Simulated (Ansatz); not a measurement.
C2H6GeO can be A, `C[CH2][Ge][OH]`, or B, `[CH2]1O[CH2][GeH2]1`.

Isolated molecules relaxed with PBE0-D4/def2-TZVP in Ansatz; ΔE leaves out vibrations. CCSD(T)/CBS adds triple-zeta CCSD(T) − MP2 to the extrapolated MP2 energy (def2 sets, frozen cores). Functionals use def2-TZVPP. For Ge outer-core shells are correlated without core-valence functions, which leaves a few kJ/mol of doubt a bond. Scalar relativity is left out up to krypton. Each species was taken in one conformer, which may not be the lowest.

(1) Which isomer does CCSD(T)/CBS put lower? Give the gap. (Best estimate.)

(2) Give E(B) − E(A) in kJ/mol with PBE0-D4, r2SCAN-D4, PBE-D4, MP2/def2-TZVPP, CCSD/def2-TZVPP, ωB97M-V, CCSD(T)/def2-TZVPP. (Best estimate.)

Largest T1 diagnostic: 0.014.

## Answers

(1) The calculation gave: A, by 198.6 kJ/mol.

(2) The calculation gave: PBE0-D4 185.7, r2SCAN-D4 189.6, PBE-D4 192.9, MP2/def2-TZVPP 190.0, CCSD/def2-TZVPP 187.4, ωB97M-V 198.4, CCSD(T)/def2-TZVPP 186.2. None reverses the order clearly.

From PBE to PBE0 (25 % exact exchange), in def2-TZVPP and without D4, E(B) − E(A) moves by −7.1 kJ/mol. In def2-TZVPP, CCSD(T) changes the Hartree–Fock value by −8.8 kJ/mol (the triples alone add −1.2 kJ/mol) and MP2 by −5.0 kJ/mol.
